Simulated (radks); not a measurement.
Pr I, 59 electrons, occupied as [Xe] 4f3 6s2.

Calculated with a radial shooting solver on a logarithmic mesh with Libxc functionals: scalar-relativistic Kohn-Sham, PBEsol, spin-polarised, spherical densities, finite nucleus; open shells are filled with parallel spins first (spin-orbit coupling, left out, can overturn this in heavy ions); Fermi nuclear charge, rms radius 4.8919 fm.

Energy parts (hartree):
| part | energy |
|---|---|
| total | -9233.4761 |
| kinetic | 9804.9657 |
| electron-nucleus | -22404.9324 |
| Hartree | 3578.8501 |
| exchange-correlation | -212.3596 |

Orbitals (lengths in bohr, moments of r in powers of bohr; <r^-3> diverges for s and p1/2; r(90%) holds 90 % of the orbital's charge):
[
 {"orbital": "1s up", "occ.": "1", "eigenvalue (hartree)": "-1535.868", "<r>": "0.02410", "<r^4>": "1.647e-06", "r(90%)": "0.0435", "<r^-3>": "-"},
 {"orbital": "1s down", "occ.": "1", "eigenvalue (hartree)": "-1535.868", "<r>": "0.02410", "<r^4>": "1.647e-06", "r(90%)": "0.0435", "<r^-3>": "-"},
 {"orbital": "2s up", "occ.": "1", "eigenvalue (hartree)": "-247.0885", "<r>": "0.1031", "<r^4>": "0.0002701", "r(90%)": "0.159", "<r^-3>": "-"},
 {"orbital": "2s down", "occ.": "1", "eigenvalue (hartree)": "-247.0882", "<r>": "0.1031", "<r^4>": "0.0002701", "r(90%)": "0.159", "<r^-3>": "-"},
 {"orbital": "2p up", "occ.": "3", "eigenvalue (hartree)": "-221.1347", "<r>": "0.09056", "<r^4>": "0.0001982", "r(90%)": "0.147", "<r^-3>": "8477"},
 {"orbital": "2p down", "occ.": "3", "eigenvalue (hartree)": "-221.1345", "<r>": "0.09056", "<r^4>": "0.0001982", "r(90%)": "0.147", "<r^-3>": "8477"},
 {"orbital": "3s up", "occ.": "1", "eigenvalue (hartree)": "-53.29914", "<r>": "0.2725", "<r^4>": "0.01089", "r(90%)": "0.400", "<r^-3>": "-"},
 {"orbital": "3s down", "occ.": "1", "eigenvalue (hartree)": "-53.27226", "<r>": "0.2724", "<r^4>": "0.01087", "r(90%)": "0.400", "<r^-3>": "-"},
 {"orbital": "3p up", "occ.": "3", "eigenvalue (hartree)": "-45.07739", "<r>": "0.2706", "<r^4>": "0.01137", "r(90%)": "0.405", "<r^-3>": "1711"},
 {"orbital": "3p down", "occ.": "3", "eigenvalue (hartree)": "-45.05065", "<r>": "0.2705", "<r^4>": "0.01135", "r(90%)": "0.405", "<r^-3>": "1712"},
 {"orbital": "3d up", "occ.": "5", "eigenvalue (hartree)": "-33.51989", "<r>": "0.2476", "<r^4>": "0.009370", "r(90%)": "0.387", "<r^-3>": "234.1"},
 {"orbital": "3d down", "occ.": "5", "eigenvalue (hartree)": "-33.49907", "<r>": "0.2475", "<r^4>": "0.009344", "r(90%)": "0.387", "<r^-3>": "234.4"},
 {"orbital": "4s up", "occ.": "1", "eigenvalue (hartree)": "-10.60842", "<r>": "0.6228", "<r^4>": "0.2790", "r(90%)": "0.895", "<r^-3>": "-"},
 {"orbital": "4s down", "occ.": "1", "eigenvalue (hartree)": "-10.53396", "<r>": "0.6226", "<r^4>": "0.2786", "r(90%)": "0.894", "<r^-3>": "-"},
 {"orbital": "4p up", "occ.": "3", "eigenvalue (hartree)": "-7.92243", "<r>": "0.6599", "<r^4>": "0.3674", "r(90%)": "0.960", "<r^-3>": "369.9"},
 {"orbital": "4p down", "occ.": "3", "eigenvalue (hartree)": "-7.84710", "<r>": "0.6596", "<r^4>": "0.3670", "r(90%)": "0.960", "<r^-3>": "370.2"},
 {"orbital": "4d up", "occ.": "5", "eigenvalue (hartree)": "-4.08087", "<r>": "0.7278", "<r^4>": "0.6186", "r(90%)": "1.10", "<r^-3>": "41.48"},
 {"orbital": "4d down", "occ.": "5", "eigenvalue (hartree)": "-4.00447", "<r>": "0.7277", "<r^4>": "0.6200", "r(90%)": "1.10", "<r^-3>": "41.51"},
 {"orbital": "5s up", "occ.": "1", "eigenvalue (hartree)": "-1.45337", "<r>": "1.503", "<r^4>": "9.578", "r(90%)": "2.16", "<r^-3>": "-"},
 {"orbital": "5s down", "occ.": "1", "eigenvalue (hartree)": "-1.40200", "<r>": "1.515", "<r^4>": "9.931", "r(90%)": "2.18", "<r^-3>": "-"},
 {"orbital": "5p up", "occ.": "3", "eigenvalue (hartree)": "-0.80374", "<r>": "1.760", "<r^4>": "19.38", "r(90%)": "2.58", "<r^-3>": "50.81"},
 {"orbital": "5p down", "occ.": "3", "eigenvalue (hartree)": "-0.76382", "<r>": "1.781", "<r^4>": "20.51", "r(90%)": "2.62", "<r^-3>": "48.94"},
 {"orbital": "6s up", "occ.": "1", "eigenvalue (hartree)": "-0.13007", "<r>": "4.443", "<r^4>": "779.8", "r(90%)": "6.52", "<r^-3>": "-"},
 {"orbital": "6s down", "occ.": "1", "eigenvalue (hartree)": "-0.12415", "<r>": "4.540", "<r^4>": "850.8", "r(90%)": "6.67", "<r^-3>": "-"},
 {"orbital": "4f up", "occ.": "3", "eigenvalue (hartree)": "-0.06895", "<r>": "1.180", "<r^4>": "17.44", "r(90%)": "2.10", "<r^-3>": "4.289"},
 {"orbital": "4f down", "occ.": "0", "eigenvalue (hartree)": "-0.00432", "<r>": "1.330", "<r^4>": "88.16", "r(90%)": "2.44", "<r^-3>": "4.023"}
]

The highest occupied level is 4f up at -1.876 eV. The electron density at the nucleus is 4.33e+05 e/bohr^3 (large components only). Summed over all electrons, <r^2> = 89.69 bohr^2, which gives a Langevin (diamagnetic) susceptibility term of -71 x 10^-6 cm^3/mol.
